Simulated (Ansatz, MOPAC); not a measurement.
Species: C₂H₇BN, charge 0, multiplicity 2. SMILES: CB(C)[NH]

Atoms: C1, B2, C3, N4, H5, H6, H7, H8, H9, H10, H11. Bonds: C1-B2, C1-H5, C1-H6, C1-H7, B2-C3, B2-N4, C3-H8, C3-H9, C3-H10, N4-H11.

Bond lengths (Å) and angles (degrees) optimised at AM1 with MOPAC; MNDO with MOPAC; HF/STO-3G with Ansatz (an electronic-structure program); B3LYP/6-31G* with Ansatz, each started from the B3LYP-D3(BJ)/def2-TZVP structure (Ansatz) of the last column. A row stands for all coordinates that are equal there; 8 of 19 kinds are shown. 6-31G* holds six Cartesian d functions. At B3LYP/6-31G* the structure is a saddle point. No wavenumbers were computed at MNDO, HF/STO-3G, so these may be saddle points.

```tsv
coordinate	AM1	MNDO	HF/STO-3G	B3LYP/6-31G*	B3LYP-D3(BJ)/def2-TZVP
C1-B2	1.554	1.568	1.584	1.599	1.592
C1-H5	1.109 to 1.112	1.111	1.086	1.098	1.094
C1-H6	1.108	1.109	1.083	1.094	1.089
B2-N4	1.366	1.408	1.458	1.390	1.379
N4-H11	0.981	0.992	1.046	1.013	1.008
C1-B2-C3	116.0	121.7	120.9	119.5	119.4
C1-B2-N4	121.9	118.8	119.4	120.1	120.2
C3-B2-N4	121.6	118.8	119.4	120.0	120.1
```

A range marks coordinates that this level makes unequal.

Mean signed difference of all 10 bond lengths from B3LYP-D3(BJ)/def2-TZVP: AM1 -0.001 Å, MNDO 0.007 Å, HF/STO-3G 0.006 Å, B3LYP/6-31G* 0.006 Å.
